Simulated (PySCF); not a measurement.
**Electron correlation in Sb (antimony, neutral)**

[Kr] 4d10 5s2 5p3, high-spin 4S determinant. Calculation: PySCF 2.14, in x2c-QZVPPall with one added diffuse shell each of s, p, d, f type (14s10p8d5f1g, 128 functions); the spin-free X2C one-electron Hamiltonian (Gaussian nucleus). Frozen: [Kr] 4d10; 5 electrons correlated.

MP2 pair energies summed by pair of shells (mhartree):

| pair | energy | share (%) |
| --- | --- | --- |
| 5s-5p | -42.74 | 65.6 |
| 5p-5p | -13.38 | 20.5 |
| 5s-5s | -9.01 | 13.8 |

Total MP2 correlation energy: -65.13 mhartree.

Same-spin part -17.00 and opposite-spin part -48.12 mhartree; SCS-MP2 scales them by 1/3 and 6/5 to -63.41 mhartree.
